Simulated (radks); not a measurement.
Charge is removed step by step from the 4p3/2 level of Ag3+, starting from [Ar] 3d10 4s2 4p(1/2: 2, 3/2: 4) 4d8. Method: Dirac Kohn-Sham, PBE, spin-unpolarised, spherical densities, point nucleus; open shells fill j = l - 1/2 first; computed with a radial shooting solver on a logarithmic mesh with Libxc functionals.

removed (e)  E - E(0) (eV)  eigenvalue (eV)  E minus straight line (eV)
0                    0.000          -95.116                       0.000
0.25                24.342          -99.630                      -1.726
0.5                 49.821          -104.22                      -2.313
0.75                76.458          -108.88                      -1.744
1                   104.27          -113.61                       0.000

Removing the whole electron costs 104.27 eV by Delta-SCF, against 95.116 eV from minus the eigenvalue at the starting occupation. Slater's transition state (half an electron removed) gives 104.22 eV. Integrating minus the eigenvalue over the occupation (Janak's theorem) gives 104.27 eV. The mean slope of the eigenvalue, de/dn, is 18.5 eV per electron.
